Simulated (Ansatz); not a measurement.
`NCOC=[Se]` at its PBE0-D4/def2-TZVP geometry, where that method's forces vanish. Total charge 0; spin multiplicity 1.

```xyz
10

N     0.3980    1.7762    0.1043
C    -0.2373    0.5737   -0.2283
O     0.4508   -0.5711    0.3831
C    -0.0140   -1.7724    0.1709
Se   -1.4192   -2.2688   -0.7892
H     1.3418    1.8427   -0.2476
H     0.3805    1.9797    1.0929
H    -1.2669    0.5477    0.1312
H    -0.2355    0.4003   -1.3054
H     0.6018   -2.5079    0.6881
```

(1) What forces (eV/Å) does r2SCAN-D4/def2-TZVPP give on these atoms in Ansatz 0.2.0? (Best estimate.)

Answers

(1) Ansatz gave: 
```
N1   0.017  0.145 -0.003
C2  -0.274  0.268 -0.225
O3   0.346  0.027  0.245
C4  -0.009 -0.356  0.029
Se5 -0.168 -0.074 -0.113
H6   0.028 -0.006  0.011
H7   0.019 -0.004  0.024
H8   0.014 -0.009  0.007
H9   0.010 -0.008  0.013
H10  0.017  0.017  0.011
```
